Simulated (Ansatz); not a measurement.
`[SiH3][SiH](S)Br` + H₂ → `[SiH3][SiH2]Br` + H₂S at 298.15 K and 1 bar (hydrogenolysis of the Si–S bond).

Computed with Ansatz on PBE0-D4/def2-TZVP structures; ΔE is electronic, products minus reactants. CBS: MP2 limit from def2 TZ/QZ plus the TZ coupled-cluster correction, frozen cores. This one scheme is used for every species. For Br outer-core shells are correlated without core-valence functions, which leaves a few kJ/mol of doubt a bond. Scalar relativity is left out up to krypton. One conformer a species, not always the lowest.

| species | CCSD(T)/CBS energy (Eh) | H − E (kJ/mol) | S (J/(mol·K)) |
| --- | --- | --- | --- |
| `[SiH3][SiH](S)Br` | -3552.32885 | 140.7 | 381.1 |
| H₂ | -1.17544 | 35.1 | 130.4 |
| `[SiH3][SiH2]Br` | -3154.51510 | 130.6 | 334.9 |
| H₂S | -398.97279 | 49.9 | 205.7 |

H − E and S are ideal-gas, rigid-rotor, harmonic terms from PBE0-D4/def2-TZVP, for one conformer and one mirror image of each species. For small species the MP2-based limit differs from directly extrapolated CCSD(T) by up to some mEh (0.8 for H₂); such offsets cancel only in part. 1 Eh = 2625.50 kJ/mol, R = 8.31446 J/(mol·K).

Task: By hand: ΔE, ΔH, ΔS and ΔG.

Result: ΔE = (-3154.51510) + (-398.97279) − (-3552.32885) − (-1.17544) = 0.01640 Eh = 43.1 kJ/mol. Δ(H − E) = 130.6 + 49.9 − 140.7 − 35.1 = 4.7, so ΔH = 47.8 kJ/mol. ΔS = 334.9 + 205.7 − 381.1 − 130.4 = 29.1 J/(mol·K). ΔG = 47.8 − 298.15 × (29.1)/1000 = 39.1 kJ/mol.

Task: By hand: the equilibrium constant, and the temperature at which ΔG would vanish if ΔH and ΔS stayed fixed.

Result: log₁₀ K = −ΔG/(RT ln 10) = -6.9. ΔG = 0 at ΔH/ΔS = 1643 K.

ΔH outweighs TΔS. A doubt of 5 kJ/mol in ΔE shifts log₁₀ K by 0.9 here. Other conformers and mirror images would add mixing entropy, several J/(mol·K) or more a flexible species. These are equilibria of isolated gas molecules and say nothing of rates. Largest T1 diagnostic: 0.010 (customary marks: 0.02 for closed shells, 0.045 for open ones).
